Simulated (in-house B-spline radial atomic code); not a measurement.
**Ionising Os⁷⁺ with different functionals**

Computed with a radial B-spline atomic code at the basis-set limit: scalar-relativistic (spin-free X2C) Hamiltonian, Fermi nucleus of rms radius 5.4126 fm, spin-polarised at highest spin, spherical fractional occupations for the functionals, and exact exchange of hybrids averaged over the configuration. The ionisation energy is the difference of two self-consistent energies, [Xe] 4f14 5d1 → [Xe] 4f14, without Breit or QED terms; ε is the level of the shell that loses the electron (its least bound occupied spin orbital). There is no spin-orbit coupling in this Hamiltonian.

| method | rung | ΔSCF (eV) | -ε(5d) (eV) |
| --- | --- | --- | --- |
| PBE0 | global hybrid | 101.14 | 95.37 |
| B3LYP | global hybrid | 101.27 | 95.04 |
| TPSSh | global hybrid | 100.98 | 93.99 |
| BHandHLYP | global hybrid | 101.14 | 97.36 |
| r2SCAN0 | global hybrid | 100.86 | 95.26 |
| B97-1 | global hybrid | 101.02 | 94.89 |
| HSE06 | range-separated hybrid | ? | ? |
| wB97X | range-separated hybrid | ? | ? |
| CAM-B3LYP | range-separated hybrid | 101.27 | 96.97 |
| LC-wPBE | range-separated hybrid | 101.13 | 98.34 |

(1) What does HSE06 give?

(2) What does wB97X give?

(3) Among the functionals, which spreads more, the ΔSCF values or the orbital energies?

(4) How do they compare with the NIST value?

Results:

(1) ΔSCF 101.07 eV, and -ε(5d) = 94.90 eV.

(2) ΔSCF 100.62 eV, and -ε(5d) = 97.58 eV.

(3) The orbital energies: ΔSCF values span about 0.66 eV and the orbital energies 4.35 eV; here energy differences depend much less on the functional than eigenvalues do.

(4) NIST lists 102.02 eV ± 0.07 (semi-empirical, ground level to ground level). Errors run from -1.40 to -0.75 eV. The correlated functionals all miss on the same side by more than they spread, so the cause is common to them (spin-orbit coupling, Breit-QED terms, multiplet and fine-structure energies, or a listed next ion that isn't the cheapest removal here) and closeness doesn't rank the functionals.
